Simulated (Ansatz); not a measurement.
Ansatz (an electronic-structure program) input (BLYP/6-31G*):

Ansatz 0.2 input:
```yaml
crystal:
  periodic: [false, false, false]
  atoms:
    - {symbol: C, position_ang: [-1.02295600, 0.16202200, -0.18222500]}
    - {symbol: S, position_ang: [0.50216900, -0.03524600, 0.06037700]}
    - {symbol: H, position_ang: [-1.89697100, -0.40818900, 0.12730900]}
basis:
  gaussian:
    orbitals: 6-31G*
hamiltonian:
  xc: {name: BLYP}
magnetization: {spin_polarized: true, initial_magnetization: 1}
output: {forces: true}
```

Output:

```
Functional definition: BLYP
integrals: 0.01 GiB planned
417 factors; their error is unknown
mean field: 0.08 GiB planned
mean field evaluation 1: about -11879.7137 eV, gradient 3.3e1 eV
mean field evaluation 2: about -11859.9667 eV, gradient 6.0e1 eV
mean field evaluation 4: about -11885.1052 eV, gradient 4.5e0 eV
mean field evaluation 8: about -11885.2117 eV, gradient 2.4e-2 eV
mean field evaluation 16: about -11884.0608 eV, gradient 4.4e0 eV
mean field -11885.21176163 eV, -436.7734761539 hartree, gradient 3.0e-5 eV, S^2 0.752482; 3 other end points of the search recorded, 0 dependent functions left out
the calculation of the forces begins
reference -11885.21198652 eV, -436.7734844186 hartree; 12, 11 occupied and 24, 25 virtual orbitals, 417 factors
Total energy: -11885.21198652 eV, -436.7734844186 hartree
Atom 0 at    -1.022956     0.162022    -0.182225 Å, force    -1.182727     0.483908    -0.405392 eV/Å
Atom 1 at     0.502169    -0.035246     0.060377 Å, force     1.503209    -0.223719     0.258342 eV/Å
Atom 2 at    -1.896971    -0.408189     0.127309 Å, force    -0.320482    -0.260188     0.147050 eV/Å
Dipole moment:    -0.138151    -0.153908     0.090797 e Å
```

The geometry given is a B3LYP-D3(BJ)/def2-TZVP minimum.
